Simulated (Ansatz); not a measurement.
Consider the ligand exchange at the In–O bond: `[OH][In]([F])[F]` + HCl → `[F][In]([F])[Cl]` + H₂O.

Isolated molecules relaxed with PBE0-D4/def2-TZVP in Ansatz; ΔE leaves out vibrations. CCSD(T)/CBS adds triple-zeta CCSD(T) − MP2 to the extrapolated MP2 energy (def2 sets, frozen cores). This one scheme is used for every species. DFT in def2-TZVPP. def2 core potentials past Kr. For In outer-core shells are correlated without core-valence functions, which leaves a few kJ/mol of doubt a bond. Each species was taken in one conformer, which may not be the lowest.

```json
{"level": "LDA (SPW92)", "ΔE (kcal/mol)": "-18.8", "difference from CCSD(T)/CBS": "1.3"}
{"level": "revPBE-D4", "ΔE (kcal/mol)": "-18.9", "difference from CCSD(T)/CBS": "1.2"}
{"level": "BHLYP-D4", "ΔE (kcal/mol)": "-22.3", "difference from CCSD(T)/CBS": "-2.2"}
{"level": "PBE0", "ΔE (kcal/mol)": "-21.1", "difference from CCSD(T)/CBS": "-1.0"}
{"level": "r2SCANh", "ΔE (kcal/mol)": "-20.8", "difference from CCSD(T)/CBS": "-0.7"}
{"level": "r2SCAN0", "ΔE (kcal/mol)": "-21.8", "difference from CCSD(T)/CBS": "-1.7"}
{"level": "LC-ωPBE", "ΔE (kcal/mol)": "-19.6", "difference from CCSD(T)/CBS": "0.5"}
{"level": "RPA@PBE/def2-TZVPP", "ΔE (kcal/mol)": "-17.8", "difference from CCSD(T)/CBS": "2.3"}
{"level": "CCSD/def2-SVP", "ΔE (kcal/mol)": "-20.2", "difference from CCSD(T)/CBS": "-0.1"}
{"level": "HF/def2-TZVPP", "ΔE (kcal/mol)": "-24.1", "difference from CCSD(T)/CBS": "-4.0"}
{"level": "CCSD(T)/CBS", "ΔE (kcal/mol)": "-20.1", "difference from CCSD(T)/CBS": "0"}
```

Largest T1 diagnostic among the species: 0.018.

Leaving LDA and LC-ωPBE aside and taking each functional with its dispersion term where it has one, the values, not all of them listed here, spread over 4.2 kcal/mol, from BHLYP-D4 to BLYP-D4. In def2-TZVPP, CCSD(T) changes the Hartree–Fock value by +4.8 kcal/mol (the triples alone add +0.6 kcal/mol) and MP2 by +4.7 kcal/mol.
